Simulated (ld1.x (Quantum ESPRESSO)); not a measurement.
iodine, PAW: configuration errors across variants

I (Z = 53), PAW, made with ld1.x (Quantum ESPRESSO) 7.5 (LDA (PZ), fully relativistic). Core [Kr], reference 4d10 5s2 5p5. Waves: 5s (bound): rcut 1.65, rcutus 1.95 bohr; 5s channel at 1.45 Ry: rcut 1.65, rcutus 1.95 bohr; 5p (bound): rcut 2.05, rcutus 2.45 bohr; 5p channel at -0.05 Ry: rcut 2.05, rcutus 2.45 bohr; 4d (bound): rcut 1.50, rcutus 1.60 bohr; 4d channel at -2 Ry: rcut 1.50, rcutus 1.60 bohr. Local part: all-electron potential smoothed inside 2.20 bohr (lloc = -1). Core correction: Bessel-smoothed model core inside 1.30 bohr. Augmentation charge: BESSEL, radius 1.15 bohr.

Open shells are filled in proportion to 2j + 1 (rel_dist='average').

All-electron excitation energies from the reference (eV): (1) 4d10 5s2 5p4 11.333; (2) 4d10 5s2 5p3 31.427; (3) 4d10 5s2 5p2 61.077; (4) 4d10 5s1 5p6 10.464; (5) 4d10 5s1 5p5 22.353.

2 further variants failed, have other tests or too few solved ones, and are left out.

Errors AE − PS in meV (a dash: test not solved or not reliable):

| change | (1) | (2) | (3) | (4) | (5) | bound ghosts |
| --- | --- | --- | --- | --- | --- | --- |
| base | 0.0 | +0.5 | +0.4 | +0.3 | -0.3 | not determined |
| wave 4d channel at -2 Ry: rcut 1.50, rcutus 1.60 bohr becomes 4d channel at -3.14 Ry: rcut 1.50, rcutus 1.60 bohr | +0.1 | +0.7 | +1.6 | +0.4 | -0.2 | not determined |
| wave 4d channel at -2 Ry: rcut 1.50, rcutus 1.60 bohr becomes 4d channel at -2.83 Ry: rcut 1.50, rcutus 1.60 bohr | +0.1 | +0.7 | +1.1 | +0.4 | -0.1 | not determined |
| wave 4d channel at -2 Ry: rcut 1.50, rcutus 1.60 bohr becomes 4d channel at -2.29 Ry: rcut 1.50, rcutus 1.60 bohr | -0.1 | +0.5 | +0.5 | +0.3 | -0.2 | not determined |
| wave 4d channel at -2 Ry: rcut 1.50, rcutus 1.60 bohr becomes 4d channel at -1.37 Ry: rcut 1.50, rcutus 1.60 bohr | 0.0 | +0.4 | +0.4 | +0.2 | -0.3 | not determined |
| wave 4d channel at -2 Ry: rcut 1.50, rcutus 1.60 bohr becomes 4d channel at -0.31 Ry: rcut 1.50, rcutus 1.60 bohr | +0.1 | +0.7 | +0.9 | +0.2 | -0.3 | not determined |
| wave 4d channel at -2 Ry: rcut 1.50, rcutus 1.60 bohr becomes 4d channel at 1.92 Ry: rcut 1.50, rcutus 1.60 bohr | +0.3 | +2.4 | +7.7 | 0.0 | 0.0 | not determined |

(1) Give the same row for: wave 4d channel at -2 Ry: rcut 1.50, rcutus 1.60 bohr becomes 4d channel at -3.4 Ry: rcut 1.50, rcutus 1.60 bohr.

Answers

(1) +0.1, +0.8, +1.6, +0.3, -0.2; bound ghosts: not determined.
